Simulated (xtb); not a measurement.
BaF₂, charge +1, doublet, geometry from GFN2-xTB (such geometries of metal compounds can be far from the true shape) (a state made from the parent by changing its charge; the spin is typed, not shown lowest). Base run: GFN2-xTB run with xtb 6.7.1.

Input for xtb:
```
$ xtb mol.xyz --gfn 2 --chrg 1 --uhf 1 --json

# file mol.xyz
3

Ba     0.24590842     0.26552386     0.24588166
F     -0.97404066     0.32198531    -1.79572217
F     -0.55605617    -1.97413376     0.26579181
```

The base run was repeated with changes; each row names its change, and settings that it needs were set with it.

```tsv
change	ΔE vs base (kcal/mol)	G_solv (kcal/mol)	SCF cycles
base	0.000	-	50
acc = 0.0001	0.000	-	61
gbsa = water	-40.80	-41.08	81
etemp = 5000	-28.78	-	59
alpb = water	-60.56	-60.86	52
acc = 0.1	0.000	-	54
```

ALPB and GBSA are two models with their own fitted parameters for each solvent, which aren't always the measured dielectric constant.
